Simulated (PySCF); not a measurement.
Job file and geometry (Å, from GFN2-xTB) of an NMR shielding run on `InChI=1S/C7H12BFSi/c1-5(2)10(8-9)7-4-6(7)3/h4,7-8,10H,1H2,2-3H3/t7-,10-/m1/s1`, GIAO PBE0/pcSseg-1 NMR shielding, non-relativistic, gas phase in PySCF 2.14.0, density-fitted response routines; density fitting, a coarse starting grid and PySCF grid level 2 are the driver's defaults:

```
$ OMP_NUM_THREADS=1 python probes_run.py task.json out

{"job": {"kind": "nmr", "xc": "PBE0", "basis": "pcSseg-1"}, "charge": 0, "multiplicity": 1}
C     -1.793490     0.209878     1.391566
C     -1.475454    -0.135894     0.150527
C     -1.864602    -1.471202    -0.402462
Si    -0.480250     1.014911    -0.995048
B     -0.398570     2.860365    -0.293287
F      0.491208     3.179649     0.624564
C      1.258828     0.259586    -1.146060
C      1.506814    -1.235005    -1.223309
C      1.803778    -0.682071    -0.090533
C      2.272641    -0.696844     1.294911
H     -1.527468     1.170205     1.804505
H     -2.337530    -0.449191     2.053820
H     -2.488659    -1.337622    -1.284081
H     -0.973415    -2.015745    -0.709947
H     -2.409207    -2.066193     0.328682
H     -1.126705     0.902354    -2.324714
H     -1.081081     3.764176    -0.623270
H      1.997921     0.892666    -1.645242
H      1.456077    -2.075748    -1.869087
H      1.440408    -0.464695     1.960814
H      2.681202    -1.671362     1.558515
H      3.037142     0.067169     1.438289
```

**Question.** Write the output of this run.

**Answer.** 
```
coarse grid: 18840 points
cycle   1  E = -687.2878815397  dE =  1.187e+00  |g| = 6.005e-01  |ddm| = 4.265e+00
cycle   2  E = -687.2361837951  dE =  5.170e-02  |g| = 8.246e-01  |ddm| = 1.208e+00
cycle   3  E = -687.3677995753  dE = -1.316e-01  |g| = 1.006e-01  |ddm| = 7.502e-01
cycle   4  E = -687.3695124600  dE = -1.713e-03  |g| = 3.482e-02  |ddm| = 9.333e-02
cycle   5  E = -687.3697558033  dE = -2.433e-04  |g| = 9.852e-03  |ddm| = 3.703e-02
cycle   6  E = -687.3697781316  dE = -2.233e-05  |g| = 4.570e-03  |ddm| = 1.328e-02
cycle   7  E = -687.3697831975  dE = -5.066e-06  |g| = 8.478e-04  |ddm| = 4.516e-03
final grid: 177664 points
cycle   8  E = -687.4340970217  dE = -6.131e-05  |g| = 8.925e-03  |ddm| = 4.260e-02
cycle   9  E = -687.4340871045  dE =  9.917e-06  |g| = 1.087e-02  |ddm| = 2.027e-02
cycle  10  E = -687.4341175980  dE = -3.049e-05  |g| = 1.974e-03  |ddm| = 1.174e-02
cycle  11  E = -687.4341185249  dE = -9.269e-07  |g| = 3.513e-04  |ddm| = 1.876e-03
cycle  12  E = -687.4341185533  dE = -2.843e-08  |g| = 1.201e-04  |ddm| = 5.417e-04
cycle  13  E = -687.4341185567  dE = -3.345e-09  |g| = 4.859e-05  |ddm| = 1.814e-04
cycle  14  E = -687.4341185572  dE = -5.309e-10  |g| = 1.491e-05  |ddm| = 5.805e-05
converged SCF energy = -687.4341185572

GIAO shielding tensors (ppm)
atom      isotropic    diamagn.    paramagn.     s11        s22        s33       span
  0 C       51.691     254.902    -203.211    -60.950     76.598    139.425    200.375
  1 C       31.778     263.911    -232.132    -86.462      7.108    174.689    261.151
  2 C      156.297     247.551     -91.254    139.530    146.746    182.616     43.086
  3 Si     399.752     883.219    -483.467    389.683    401.428    408.144     18.462
  4 B       23.726     191.871    -168.144    -74.646     56.202     89.623    164.269
  5 F      102.946     470.308    -367.362   -178.818    -70.660    558.315    737.133
  6 C      180.041     249.110     -69.069    136.805    154.245    249.075    112.270
  7 C       80.253     257.693    -177.440    -59.624    127.722    172.661    232.285
  8 C       58.960     263.167    -204.207    -87.922     93.696    171.106    259.028
  9 C      171.376     249.009     -77.634    154.775    172.779    186.573     31.797
 10 H       26.502      33.569      -7.067     23.393     25.300     30.813      7.420
 11 H       25.862      31.773      -5.911     22.465     25.618     29.502      7.036
 12 H       29.838      29.211       0.627     26.057     28.103     35.353      9.295
 13 H       29.767      32.051      -2.284     24.533     30.879     33.887      9.354
 14 H       29.965      30.412      -0.447     26.775     27.971     35.151      8.376
 15 H       27.307      30.371      -3.063     24.871     25.114     31.937      7.067
 16 H       24.983      28.512      -3.529     21.975     24.536     28.438      6.463
 17 H       31.103      31.822      -0.719     24.236     27.801     41.274     17.038
 18 H       25.228      35.177      -9.949     21.101     26.181     28.403      7.301
 19 H       29.148      32.773      -3.625     23.882     28.893     34.669     10.787
 20 H       29.250      27.549       1.701     24.707     27.399     35.643     10.935
 21 H       29.325      28.509       0.816     25.263     27.017     35.694     10.431
```

Size and cost of the density-fitted run: 237 basis functions, 93 s wall time on 1 thread of an Arm Neoverse V1, shared host; peak memory 1.1 GiB.
